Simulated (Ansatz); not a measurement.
Computed with Ansatz on PBE0-D4/def2-TZVP structures; ΔE is electronic, products minus reactants. CCSD(T)/CBS is the MP2 limit (def2-TZVPP, def2-QZVPP) plus CCSD(T) − MP2 in def2-TZVPP, frozen cores. This one scheme is used for every species. Functionals use def2-TZVPP. B3LYP here is the variant with VWN-RPA as its local correlation; programs differ in this. def2 core potentials past Kr. For Te outer-core shells are correlated without core-valence functions, which leaves a few kJ/mol of doubt a bond. One conformer a species, not always the lowest.

Consider the formal exchange of groups at a Te–Si bond: `S[SiH2][TeH]` + `OBO` → `OB(O)[TeH]` + `[SiH3]S`.

```csv
level,ΔE (kJ/mol)
PBE0,33.8
B3LYP,33.0
CCSD/def2-TZVPP,29.8
CCSD(T)/def2-TZVPP,29.0
```

Q: What does CCSD(T)/CBS give? (Estimate.)

A: Ansatz gave: +34.3 kJ/mol. The listed levels differ from it by -0.5, -1.3, -4.5, -5.3 kJ/mol.

Largest T1 diagnostic among the species: 0.013.
